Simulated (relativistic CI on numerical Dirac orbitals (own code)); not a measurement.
# Yb³⁰⁺: sensitivity of the levels to the model

Base calculation: Dirac-Coulomb-Breit CI, KLI orbitals optimised for each configuration, model QED (radiative potential, 1s self-energy scaled to tabulated hydrogen-like ionisation energies), unscaled Slater integrals.

Configuration list (outside the closed core [Ar] 3d10): 4s²4p⁶4d⁴, 4s²4p⁵4d⁵, 4s²4p⁶4d³4f, 4s4p⁶4d⁵, 4s²4p⁵4d⁴4f, 4s4p⁶4d⁴4f, 4s²4p⁶4d³5s, 4s²4p⁶4d²4f5s, 4s²4p⁶4d³5p, 4s²4p⁶4d³5d, 4s²4p⁵4d⁴5s, 4s²4p⁶4d³5f, 4s²4p⁶4d²5s5p, 4p⁶4d⁵4f, 4s4p⁶4d³4f5s, 4s²4p⁶4d³6s, 4s²4p⁶4d³6p, 4s²4p⁶4d³6f, 4s²4p⁶4d³7p, 4p⁶4d⁶, 4p⁵4d⁷, 4p⁵4d⁶4f, 4s²4p⁶4d²5s², 4s²4p⁶4d4f5s², 4s²4p⁵4d²4f5s², 4s4p⁶4d²4f5s². Double excitations out of closed p, d and f shells are left out; levels of such configurations are missing from the list, as are those of other unlisted configurations, and high levels can miss mixing partners. These lack a partner that the ground configuration has and come out too high: 4s²4p⁵4d⁴5s.

Variants: (1) only the first 3 configurations; (2) one mean potential for all configurations. Shifts of the energy above 4s²4p⁶4d⁴ ³P0, in cm⁻¹, for the lowest level and the first level of each name with at least 55 % of one term (blank where a level changes its place among those of its configuration and J or its character, or is not in the variant):

```csv
Level,Base,Δ(1),Δ(2)
4s²4p⁶4d⁴ ³P0,0,0,0
4s²4p⁶4d⁴ ⁵D1,75758,+1487,+5
4s²4p⁶4d⁴ ⁵D2,111179,+2248,+6
4s²4p⁶4d⁴ ⁵D0,183292,+1852,+10
4s²4p⁶4d⁴ ³H5,209014,+5070,+12
4s²4p⁶4d⁴ ³G4,233608,+5077,+12
4s²4p⁶4d⁴ ³G5,319801,+5092,+17
4s²4p⁶4d⁴ ³D1,321541,+2768,+15
4s²4p⁶4d⁴ ¹S0,395930,+3699,+15
4s²4p⁶4d⁴ ¹D2,412568,+1958,+17
4s²4p⁵4d⁵ ⁵P°1,1360573,-30162,-202
```

At this charge energies of transitions that change n are usually good to better than 1 %, and those within a shell (Δn = 0) to a few per cent. Terms inside the open d or f shell come out 10 to 20 % too wide with unscaled integrals.

Ionisation energy from the two ground configurations alone: base 1175.39 eV. The NIST ASD value (theoretical) is 1175 eV.

LS names give the leading component of a level, which can be under half, so a name can repeat, a term be missing and a line seem to break the LS rules.
